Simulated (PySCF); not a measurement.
Bonds broken one at a time in the series Sn SiH3-H. All species are isolated molecules in the gas phase. Strings in code marks are SMILES.

The four lowest singlet excitations (Tamm–Dancoff). The numbers are results of r2SCAN-D4/def2-TZVP // r2SCAN-D4/def2-SVP (PySCF), not measurements. Excitations are Tamm–Dancoff values on a coarser integration grid. The basis has no diffuse functions, so Rydberg states are missing or too high.

```
state  energy (eV)  wavelength (nm)  oscillator strength
-----  -----------  ---------------  -------------------
S1            6.10              203                0.038
S2            6.10              203                0.038
S3            6.12              203                0.005
S4            6.19              200                0.000
```

Question: Which member gives these states?
A) `[SiH3][SnH]([SiH3])[SiH3]`
B) `[SiH3][SnH2][SiH3]`
C) `[SiH3][SnH3]`

Answer: A, `[SiH3][SnH]([SiH3])[SiH3]`
